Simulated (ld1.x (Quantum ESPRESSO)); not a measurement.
Zn (Z = 30): one change to a TM semilocal potential, before and after

```
Element                 : zinc
Generator               : ld1.x (Quantum ESPRESSO) 7.5
Type                    : norm-conserving Troullier–Martins (semilocal form)
Functional              : PBE
Relativity              : scalar-relativistic
Frozen core             : [Ne] 3s2
Valence charge          : 18
Reference configuration : 3p6 3d10 4s2 4p0
Partial waves           : 4s (bound): rc 2.30 bohr; 3d (bound): rc 1.30 bohr; 3p (bound): rc 0.75 bohr
Local potential         : the p channel
Core correction         : Bessel-smoothed model core, default radius (core density twice the valence density)
```

Change: wave 4s (bound): rc 2.30 bohr becomes 4s (bound): rc 3.44 bohr.

Cutoffs: the cutoffs (Ry, on a coarse ladder) from which the occupation-weighted sum of valence levels, in a spherical-Bessel basis at the reference potential, stays within 10 and 1 mRy of its value at 400 Ry; they do not see the model core or the augmentation charge, which bear on the density cutoff. Errors are all-electron minus pseudo energies relative to the spin-unpolarised reference configuration.

Problem. What does the change do?

Solution. Of the 7 tests that both files solve, the error grows in 7 and shrinks in 0 by more than 15 % and 0.3 meV (median size 15.9 → 211.8 meV); neither file shows a bound ghost. More of the atom is replaced by a form fitted at one configuration, so other configurations suffer. A semilocal file is local in each channel, so a ghost entry of none says nothing of the separable form that plane-wave codes build from it.

| quantity | base | changed |
| --- | --- | --- |
| cutoff, loose | 200 Ry | 200 Ry |
| cutoff, tight | over 300 Ry | over 300 Ry |
| loose cutoff by channel (10 mRy a level) | s 8 Ry, d 140 Ry, p 140 Ry | s 6 Ry, d 140 Ry, p 140 Ry |
| bound ghosts | none | none |
| error for 3p6 3d10 4s1 4p0, meV [ΔE 9.89 eV] | -3.9 | -12 |
| error for 3p6 3d10 4s0 4p0, meV [ΔE 28.33 eV] | -35 | -212 |
| error for 3p6 3d9 4s0 4p0, meV [ΔE 68.86 eV] | -93 | -844 |
| error for 3p6 3d10 4s0 4p1, meV [ΔE 16.21 eV] | -15 | -138 |
| error for 3p6 3d10 4s0 4p2, meV [ΔE 10.56 eV] | -7.2 | -113 |
| error for 3p6 3d9 4s2 4p0, meV [ΔE 17.90 eV] | -16 | +322 |
| error for 3p6 3d8 4s0 4p0, meV [ΔE 130.68 eV] | -267 | -1724 |
